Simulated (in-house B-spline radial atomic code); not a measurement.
How numerical settings move a run on Rb II (Rb+), [Ar] 3d10 4s2 4p6. Computed with an all-electron radial atomic-structure program (B-spline basis): scalar-relativistic (X2C) HSE06, spin-polarised, spherical fractional occupations, Fermi nucleus of rms radius 4.2036 fm.

Command:
```bash
python run_scf.py task.json out
```
Settings of the sound reference run:
```
Z                37
electrons        36
configuration    [Ar] 3d10 4s2 4p6
hamiltonian      x2c
method           hse06
spin_polarised   True
nucleus          fermi
rms_radius       4.2036
mass_number      85
atomic_mass      84.91179
speed_of_light   137.036
knot_spacing     0.22
spline_order     8
gauss_points     12
box_radius       35.29
max_iterations   70
damping          0.5
damped_steps     3
diis_vectors     10
tolerance        1e-08
start            Thomas-Fermi
```

Run time, properties included: 1.2 s on 1 thread of Arm Neoverse N1, on a shared host.

It converges in 9 iterations to -2980.557196 hartree, with 4p up at -22.9473 eV. The other runs change the listed settings, some to values that make no sense; their results aren't properties of the atom or ion. Radii are in bohr (the nuclear one in fm), a minus after a letter asks for a j subshell, and «unchanged» means within 1e-8 hartree. The run stops when the residual is below 10 × tolerance × max(1, Z/10), or a noise floor if that is larger, and the energy moves by less than 1e-8 × √|E| hartree; so very loose and very tight tolerances often act alike.

| changed settings | outcome |
| --- | --- |
| box_radius = 5.29 | converged in 9 iterations, energy +4.74e-03 hartree from the reference, 4p up level +1.5e-01 eV (the program warns: 4p up reaches the box edge; 4s up reaches the box edge) |
| gauss_points = 6 | converged in 9 iterations, energy unchanged |
| box_radius = 141.16 | converged in 9 iterations, energy +3.24e-08 hartree from the reference, 4p up level +1.1e-06 eV |
| electrons = 37, configuration = [Ar] 3d10 4s2 4p6 5s-1, max_iterations = 75 | stopped with error: j subshells need the Dirac Hamiltonian and l > 0 |
| hamiltonian = dirac, method = hf | stopped with error: spin polarisation is not served with the Dirac Hamiltonian |
| damped_steps = 8 | converged in 12 iterations, energy unchanged, 4p up level -2.4e-05 eV |
| box_radius = 10.59 | converged in 9 iterations, energy -1.35e-07 hartree from the reference, 4p up level -4.2e-05 eV |
| box_radius = 70.58 | converged in 9 iterations, energy +6.40e-08 hartree from the reference, 4p up level +8.9e-07 eV |
| max_iterations = 8, diis_vectors = 1, tolerance = 1e-06, start = bare nucleus | not converged after 8 iterations, last residual 5.0e-02, last energy +5.49e-02 hartree from the reference |
| box_radius = 3.53 | converged in 9 iterations, energy +2.38e-01 hartree from the reference, 4p up level +3.3e+00 eV (the program warns: 4p up reaches the box edge; 3d up reaches the box edge) |
| box_radius = 2.12 | converged in 8 iterations, energy +5.84e+00 hartree from the reference, 4p up level +3.9e+01 eV (the program warns: 4p up has a positive eigenvalue: unbound, held by the box; 4p down has a positive eigenvalue: unbound, held by the box) |
| box_radius = 17.64 | converged in 9 iterations, energy +2.94e-07 hartree from the reference, 4p up level -6.9e-06 eV |
| gauss_points = 5 | converged in 9 iterations, energy +5.98e-06 hartree from the reference, 4p up level +2.2e-05 eV |
| spline_order = 5, max_iterations = 100, damping = 0, diis_vectors = 4 | converged in 10 iterations, energy +3.67e-05 hartree from the reference, 4p up level +9.9e-05 eV |
| gauss_points = 3 | not converged after 70 iterations, last residual 4.3e+03, last energy +1.80e+05 hartree from the reference |
| box_radius = 3.53, max_iterations = 60, diis_vectors = 1 | converged in 48 iterations, energy +2.38e-01 hartree from the reference, 4p up level +3.3e+00 eV (the program warns: 4p up reaches the box edge; 3d up reaches the box edge) |
| box_radius = 7.06 | converged in 9 iterations, energy +7.58e-05 hartree from the reference, 4p up level +4.0e-03 eV (the program warns: 4p up reaches the box edge; 4s up reaches the box edge) |
| gauss_points = 16 | converged in 9 iterations, energy +4.04e-06 hartree from the reference, 4p up level +1.4e-05 eV |

Task: What happens with gauss_points = 4?

Result: Converged in 9 iterations, energy +7.38e-07 hartree from the reference, 4p up level +6.6e-06 eV.

Task: What happens with gauss_points = 16, max_iterations = 2?

Result: Not converged after 2 iterations, last residual 1.4e-01, last energy +5.18e-01 hartree from the reference.

Task: What happens with damped_steps = 1?

Result: Converged in 8 iterations, energy unchanged, 4p up level -2.6e-06 eV.

Task: What happens with damped_steps = 0?

Result: Converged in 8 iterations, energy unchanged, 4p up level -9.2e-06 eV.
